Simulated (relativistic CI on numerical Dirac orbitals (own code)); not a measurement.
## Cr4+: resonant inelastic scattering at the M2,3 edge

Computed with this model: Dirac-Coulomb-Breit CI, orbitals from a KLI potential per configuration, model QED (radiative potential, 1s self-energy scaled to tabulated hydrogen-like ionisation energies), valence Slater integrals scaled by 0.8, Kramers-Heisenberg scattering through one core-hole configuration in a parametric crystal field; configurations [Ar] 3d2 → [Ne] 3s2 3p5 3d3; 300 K; core-hole width 0.8 eV; summed over polarisations. Incident energies are the highest absorption maxima for each field (at most a few, so the weaker spin-orbit partner edge can be absent), on the computed scale of the free ion. Intensities are in per cent of the strongest line above 0.02 eV; levels within 1 cm⁻¹ are merged; final levels count from the ground level, the first row holds all elastic scattering, lines under 0.4 are left out and each table stops after 24 rows. The scale of the Slater integrals is a model choice and moves the terms in proportion.

Field parameters in Wybourne normalisation: D3d B²₀ = −7Dσ, B⁴₀ = −14Dq − 21Dτ, B⁴₃ = −14√(10/7) Dq; D4h B²₀ = −7Ds, B⁴₀ = 21(Dq − Dt), B⁴₄ = 21√(5/14) Dq; Td as Oh with Dq negative (B⁴₀ = 21Dq, B⁴₄ = √(5/14) B⁴₀). The field is a parameter set, without covalency.

S is read from ⟨S²⟩ = S(S + 1).

Td, 10Dq = -4200 cm⁻¹:

| Final level (eV) | Degeneracy | Irrep | S | 53.3 eV | 59.1 eV | 62.3 eV |
| --- | --- | --- | --- | --- | --- | --- |
| 0.000 | 3 | T2 | 1.00 | 67.2 | 188.3 | 45.2 |
| 0.508 | 1 | A2 | 1.00 | 6.5 | 3.7 | 10.2 |
| 0.518 | 3 | T2 | 1.00 | 19.2 | 28.6 | 31.5 |
| 0.523 | 2 | E | 1.00 | 15.4 | 21.6 | 22.7 |
| 0.533 | 3 | T1 | 1.00 | 23.6 | 24.8 | 32.7 |
| 0.892 | 3 | T2 | 1.00 | 4.9 | 100.0 | 23.7 |
| 0.897 | 2 | E | 1.00 | 3.6 | 57.6 | 14.9 |
| 0.947 | 3 | T1 | 1.00 | 3.2 | 77.0 | 17.0 |
| 0.971 | 1 | A1 | 1.00 | 0.9 | 23.4 | 4.7 |
| 1.799 | 2 | E | 0.01 | 0.0 | 1.0 | 0.4 |
| 2.237 | 3 | T2 | 0.07 | 0.0 | 1.5 | 0.5 |
| 2.492 | 1 | A1 | 1.00 | 0.0 | 0.5 | 14.7 |
| 2.513 | 3 | T1 | 1.00 | 0.0 | 1.6 | 37.7 |
| 2.547 | 2 | E | 1.00 | 0.0 | 1.6 | 17.5 |
| 2.556 | 3 | T2 | 0.98 | 0.0 | 3.0 | 26.6 |

D4h, 10Dq = 33200, Ds = 40, Dt = -50 cm⁻¹:

| Final level (eV) | Degeneracy | Irrep | S | 55.7 eV | 57.5 eV | 60.6 eV |
| --- | --- | --- | --- | --- | --- | --- |
| 0.000 | 1 | A1 | 1.00 | 152.9 | 60.0 | 418.1 |
| 0.004 | 2 | E | 1.00 | 11.4 | 8.6 | 14.2 |
| 0.034 | 1 | B1 | 1.00 | 12.0 | 9.9 | 23.8 |
| 0.035 | 1 | B2 | 1.00 | 13.3 | 6.7 | 22.4 |
| 0.070 | 2 | E | 1.00 | 34.4 | 20.5 | 42.2 |
| 0.084 | 1 | A2 | 1.00 | 18.4 | 9.7 | 15.8 |
| 0.097 | 1 | A1 | 1.00 | 19.9 | 9.8 | 8.4 |
| 1.756 | 1 | B2 | 0.00 | 0.4 | 2.9 | 0.5 |
| 1.779 | 1 | B1 | 0.00 | 1.3 | 0.6 | 0.4 |
| 1.801 | 2 | E | 0.00 | 1.1 | 4.1 | 1.7 |
| 1.839 | 1 | A1 | 0.00 | 1.6 | 0.5 | 0.3 |
| 3.898 | 1 | B1 | 1.00 | 7.4 | 11.0 | 41.6 |
| 3.901 | 1 | B2 | 1.00 | 7.1 | 8.6 | 54.4 |
| 3.908 | 2 | E | 1.00 | 15.1 | 19.2 | 100.0 |
| 3.919 | 2 | A1+A2 | 1.00 | 14.1 | 13.5 | 59.3 |
| 3.966 | 2 | E | 1.00 | 9.0 | 13.7 | 31.5 |
| 3.967 | 1 | B1 | 1.00 | 5.0 | 7.4 | 12.4 |
| 5.497 | 1 | A1 | 1.00 | 1.5 | 2.9 | 42.9 |
| 5.504 | 1 | A2 | 1.00 | 1.4 | 2.7 | 35.7 |
| 5.512 | 2 | E | 1.00 | 3.1 | 6.5 | 79.2 |
| 5.527 | 1 | B2 | 1.00 | 1.9 | 3.1 | 29.2 |
| 5.529 | 1 | B1 | 1.00 | 1.5 | 3.0 | 27.0 |
| 5.554 | 2 | E | 1.00 | 4.1 | 8.6 | 42.1 |
| 5.558 | 1 | A1 | 1.00 | 2.1 | 5.3 | 20.2 |

D3d, 10Dq = 11750, Dσ = 1040, Dτ = -70 cm⁻¹:

| Final level (eV) | Degeneracy | Irrep | S | 53.6 eV | 59.4 eV | 62.8 eV |
| --- | --- | --- | --- | --- | --- | --- |
| 0.000 | 2 | E | 1.00 | 147.3 | 361.0 | 80.9 |
| 0.014 | 2 | E | 1.00 | 9.3 | 19.4 | 4.1 |
| 0.025 | 1 | A1 | 1.00 | 8.3 | 32.7 | 7.0 |
| 0.046 | 1 | A2 | 1.00 | 4.5 | 30.8 | 6.4 |
| 0.119 | 2 | E | 1.00 | 20.9 | 100.0 | 20.7 |
| 0.131 | 1 | A1 | 1.00 | 6.9 | 46.9 | 7.9 |
| 1.246 | 1 | A1 | 0.99 | 14.7 | 11.6 | 24.7 |
| 1.253 | 1 | A2 | 1.00 | 13.7 | 7.9 | 25.8 |
| 1.255 | 2 | E | 1.00 | 22.0 | 20.7 | 39.1 |
| 1.264 | 2 | E | 1.00 | 17.6 | 15.8 | 33.3 |
| 1.434 | 2 | E | 1.00 | 12.2 | 23.2 | 24.7 |
| 1.438 | 1 | A2 | 1.00 | 4.9 | 12.3 | 11.1 |
| 1.656 | 1 | A1 | 0.03 | 0.1 | 1.0 | 0.6 |
| 1.781 | 2 | E | 0.02 | 0.2 | 1.6 | 0.6 |
| 1.929 | 2 | E | 0.01 | 0.2 | 1.8 | 0.3 |
| 2.645 | 1 | A1 | 1.00 | 1.5 | 36.5 | 26.6 |
| 2.646 | 2 | E | 1.00 | 3.0 | 80.8 | 59.6 |
| 2.904 | 1 | A1 | 1.00 | 0.5 | 10.8 | 29.0 |
| 2.908 | 1 | A2 | 1.00 | 0.4 | 9.8 | 26.7 |
| 2.924 | 2 | E | 1.00 | 1.2 | 20.0 | 37.9 |
| 2.939 | 2 | E | 1.00 | 1.8 | 25.5 | 27.9 |
| 3.300 | 2 | E | 0.02 | 0.4 | 1.0 | 0.8 |
| 3.363 | 1 | A1 | 0.39 | 0.1 | 4.5 | 4.9 |
| 3.422 | 2 | E | 1.00 | 0.8 | 54.7 | 35.0 |

For the first field the strongest loss at the lowest incident energy is the level at 0.53 eV (S = 1.00, against 1.00 in the thermal ground state).
